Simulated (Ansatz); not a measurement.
Calculated with Ansatz (gas phase, PBE0-D4/def2-TZVP geometries, no zero-point term in ΔE). CBS: MP2 limit from def2 TZ/QZ plus the TZ coupled-cluster correction, frozen cores. DFT in def2-TZVPP. B3LYP here is the variant with VWN-RPA as its local correlation; programs differ in this. Each species was taken in one conformer, which may not be the lowest.

Reaction (redistribution): `CO[SiH2]N[SiH2]Cl` + `C[SiH2]S[SiH2]F` → `CO[SiH2]S[SiH2]F` + `C[SiH2]N[SiH2]Cl`

`CO[SiH2]N[SiH2]Cl`:

Z-matrix (Å, degrees):
```
C
O 1 1.410
H 1 1.091 2 108.2
H 1 1.095 2 111.2 3 119.2
H 1 1.097 2 111.4 3 -119.1
Si 2 1.635 1 123.6 3 176.3
N 6 1.730 2 113.3 1 58.2
H 6 1.488 2 111.2 1 -60.1
H 6 1.477 2 104.1 1 178.3
Si 7 1.709 6 127.0 2 60.7
H 7 1.010 6 115.6 2 -107.6
Cl 10 2.066 7 112.7 6 -92.2
H 10 1.478 7 107.9 6 25.7
H 10 1.479 7 110.8 6 149.8
```

`C[SiH2]S[SiH2]F`:

```xyz
12

C    -0.357   -0.176    1.864
Si   -0.123    1.126    0.555
S     1.515    0.638   -0.760
Si    0.508   -0.712   -2.031
F     0.014   -2.006   -1.225
H    -1.175    0.104    2.535
H    -0.596   -1.137    1.405
H     0.552   -0.294    2.456
H     0.242    2.437    1.147
H    -1.351    1.277   -0.270
H    -0.708   -0.106   -2.617
H     1.478   -1.150   -3.058
```

`CO[SiH2]S[SiH2]F`:

Z-matrix (Å, degrees):
```
C
O 1 1.412
H 1 1.095 2 111.9
H 1 1.092 2 109.5 3 120.4
H 1 1.092 2 109.0 3 -120.6
Si 2 1.631 1 126.7 3 -1.6
S 6 2.149 2 112.0 1 -108.3
H 6 1.485 2 109.0 1 13.1
H 6 1.480 2 109.8 1 135.5
Si 7 2.112 6 98.7 2 32.5
F 10 1.602 7 110.8 6 54.6
H 10 1.478 7 112.6 6 -64.2
H 10 1.479 7 106.6 6 172.6
```

`C[SiH2]N[SiH2]Cl`:

```xyz
13

C     0.659   -1.535    1.239
Si    1.073   -0.361   -0.147
N     0.098    1.079   -0.138
Si   -1.331    1.360   -1.026
Cl   -2.997    0.461   -0.188
H     1.284   -2.431    1.186
H    -0.388   -1.842    1.183
H     0.824   -1.068    2.214
H     2.505    0.034   -0.052
H     0.819   -1.005   -1.463
H     0.268    1.725    0.622
H    -1.622    2.810   -1.056
H    -1.191    0.772   -2.374
```

```
             level  ΔE (kJ/mol)  difference from CCSD(T)/CBS
            PBE-D4         17.2                          0.5
         r2SCAN-D4         16.3                         -0.4
           PBE0-D4         17.1                          0.4
          B3LYP-D4         15.8                         -0.9
           ωB97X-V         16.0                         -0.7
           ωB97M-V         16.4                         -0.3
            B2PLYP         16.5                         -0.2
               PBE         17.6                          0.9
            r2SCAN         16.3                         -0.4
              PBE0         17.4                          0.7
             B3LYP         16.6                         -0.1
     HF/def2-TZVPP         15.9                         -0.8
    MP2/def2-TZVPP         16.7                          0.0
SCS-MP2/def2-TZVPP         16.1                         -0.6
   CCSD/def2-TZVPP         16.3                         -0.4
CCSD(T)/def2-TZVPP         16.4                         -0.3
     HF/def2-QZVPP         15.8                         -0.9
    MP2/def2-QZVPP         16.9                          0.2
SCS-MP2/def2-QZVPP         16.3                         -0.4
      HF/CBS(def2)         15.8                         -0.9
     MP2/CBS(def2)         17.0                          0.3
    CCSD/CBS(def2)         16.6                         -0.1
       CCSD(T)/CBS         16.7                            0
```

Largest T1 diagnostic among the species: 0.012.
